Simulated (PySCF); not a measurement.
Isomers of C12H20Si, from PBE0-D3(BJ)/def2-SVP geometry optimisation, gas phase (PySCF 2.14.0). One conformer each, no zero-point energy, no frequencies.

Question: Which isomer lies lower at this level?
A. `[CH2:1]=[CH:2][CH2:3][Si:4]([CH2:5][CH:6]=[CH2:7])([CH2:8][CH:9]=[CH2:10])[CH2:11][CH:12]=[CH2:13]` with C1–C2–C3–Si4 100°, C2–C3–Si4–C5 180°, C3–Si4–C5–C6 68°, Si4–C5–C6–C7 -99°, C3–Si4–C8–C9 62° (tetraallylsilane): A = 589.5, B = 512.1, C = 474.9 MHz, dipole 0.41 D
B. `[CH2:1]1[CH2:2][CH:3]1[Si:4]([CH:5]1[CH2:6][CH2:7]1)([CH:8]1[CH2:9][CH2:10]1)[CH:11]1[CH2:12][CH2:13]1` with C2–C3–Si4–C5 -33°, C3–Si4–C5–C6 -152°, C3–Si4–C8–C9 -33°, C3–Si4–C11–C12 -36°: A = 730.3, B = 597.1, C = 570.1 MHz, dipole 0.04 D

Answer: A. That is tetraallylsilane (`C(C[Si](CC=C)(CC=C)CC=C)=C`), 6.8 kcal/mol below the other.

| SMILES | mapped SMILES | E (Eh) | relative (kcal/mol) | relative (kJ/mol) | dipole (D) |
| --- | --- | --- | --- | --- | --- |
| C=CC[Si](CC=C)(CC=C)CC=C | [CH2:1]=[CH:2][CH2:3][Si:4]([CH2:5][CH:6]=[CH2:7])([CH2:8][CH:9]=[CH2:10])[CH2:11][CH:12]=[CH2:13] | -757.65638 | 0.0 | 0.0 | 0.41 |
| C1CC1[Si](C1CC1)(C1CC1)C1CC1 | [CH2:1]1[CH2:2][CH:3]1[Si:4]([CH:5]1[CH2:6][CH2:7]1)([CH:8]1[CH2:9][CH2:10]1)[CH:11]1[CH2:12][CH2:13]1 | -757.64550 | 6.8 | 28.6 | 0.04 |

As drawn, the lower has a C=C bond outside aromatic rings, which the higher lacks; the higher has a three-membered ring, which the lower lacks.
